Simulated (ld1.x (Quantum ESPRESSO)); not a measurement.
**gallium, TM: configuration errors across variants**

| Property | Result |
| --- | --- |
| Element | Ga (Z = 31) |
| Generator | ld1.x (Quantum ESPRESSO) 7.5 |
| Type | norm-conserving Troullier–Martins (Kleinman–Bylander form) |
| Functional | PBEsol |
| Relativity | scalar-relativistic |
| Frozen core | [Ne] |
| Valence charge | 21 |
| Reference configuration | 3s2 3p6 3d10 4s0 4p0 (charge +3) |
| Partial waves | 3s (bound): rc 0.70 bohr; 3d (bound): rc 0.65 bohr; 3p (bound): rc 1.05 bohr |
| Local potential | the p channel |
| Core correction | none |

All-electron excitation energies from the reference (eV): (1) 3s2 3p6 3d10 4s2 4p1 -57.936; (2) 3s2 3p6 3d10 4s2 4p0 -52.257; (3) 3s2 3p6 3d10 4s1 4p0 -31.121; (4) 3s2 3p6 3d10 4s1 4p1 -44.852; (5) 3s2 3p6 3d10 4s0 4p3 -44.546; (6) 3s2 3p5 3d10 4s2 4p1 50.100; (7) 3s2 3p6 3d10 4s2 4p1.3 -58.467.

Errors AE − PS in meV (a dash: test not solved or not reliable):

```csv
change,(1),(2),(3),(4),(5),(6),(7),bound ghosts
base,+400,+419,+257,+275,+133,+631,+395,none
"all radii scaled by about 0.74 (s 0.52, p 0.78, d 0.48 bohr)",+273,+294,+180,+182,+67,+418,+269,not determined
"all radii scaled by about 0.93 (s 0.66, p 0.98, d 0.60 bohr)",+381,+395,+242,+265,+139,+599,+376,none
"all radii scaled by about 1.06 (s 0.74, p 1.12, d 0.68 bohr)",+367,+398,+244,+241,+78,+579,+361,none
"all radii scaled by about 1.14 (s 0.80, p 1.20, d 0.74 bohr)",+274,+334,+208,+150,-63,+442,+264,none
"all radii scaled by about 1.23 (s 0.86, p 1.28, d 0.80 bohr)",+205,+305,+195,+69,-227,+354,+191,none
"all radii scaled by about 1.28 (s 0.90, p 1.34, d 0.84 bohr)",+33,+180,+126,-92,-465,+120,+14,none
"all radii scaled by about 1.37 (s 0.96, p 1.44, d 0.88 bohr)",-361,-108,-30,-451,-989,-384,-389,none
```

(1) Give the same row for: all radii scaled by about 0.83 (s 0.58, p 0.88, d 0.54 bohr).

## Answers

(1) +311, +324, +199, +215, +108, +485, +307; bound ghosts: not determined.
